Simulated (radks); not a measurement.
Results of a calculation; reference values are marked as such.
Pd III, configuration [Kr] 4d8.

Level of theory: Dirac Kohn-Sham, LDA (Slater exchange, VWN5 correlation), spin-unpolarised, spherical densities, finite nucleus; open shells fill j = l - 1/2 first; Fermi nuclear charge, rms radius 4.5318 fm (a radial shooting solver on a logarithmic mesh with Libxc functionals).

Energy parts (hartree):
| part | energy |
|---|---|
| total | -5040.99800 |
| kinetic | 5263.77337 |
| electron-nucleus | -12183.97641 |
| Hartree | 2017.81092 |
| exchange-correlation | -138.60589 |

Orbitals (lengths in bohr, moments of r in powers of bohr; r(max) is where P^2 peaks):
orbital,occ.,eigenvalue (hartree),<r>,r(max)
1s1/2,2,-887.3601,0.03188,0.02068
2s1/2,2,-130.3582,0.1381,0.1171
2p1/2,2,-121.0613,0.1172,0.09052
2p3/2,4,-115.2127,0.1222,0.09469
3s1/2,2,-24.25069,0.3798,0.3424
3p1/2,2,-20.57668,0.3717,0.3287
3p3/2,4,-19.55694,0.3825,0.3385
3d3/2,4,-13.02471,0.3558,0.2803
3d5/2,6,-12.82115,0.3593,0.2831
4s1/2,2,-4.05844,0.9416,0.8494
4p1/2,2,-2.91422,1.012,0.8898
4p3/2,4,-2.74607,1.043,0.9149
4d3/2,4,-1.02385,1.366,1.068
4d5/2,4,-1.00433,1.383,1.080

The highest occupied level is 4d5/2 at -27.329 eV. The electron density at the nucleus is 1.322e+05 e/bohr^3. For comparison, the ionisation energy in NIST's Atomic Spectra Database is 32.930 eV (semi-empirical). In exact Kohn-Sham theory the highest level is minus the ionisation energy, but local and semilocal functionals leave it too shallow, through self-interaction and a potential that decays too fast; potentials with the right tail come closer. Summed over all electrons, <r^2> = 30.46 bohr^2, which gives a Langevin (diamagnetic) susceptibility term of -24.1 x 10^-6 cm^3/mol.

Beside tabulated values, note that spin-unpolarised runs miss the spin-polarisation part of the exchange energy of open shells.
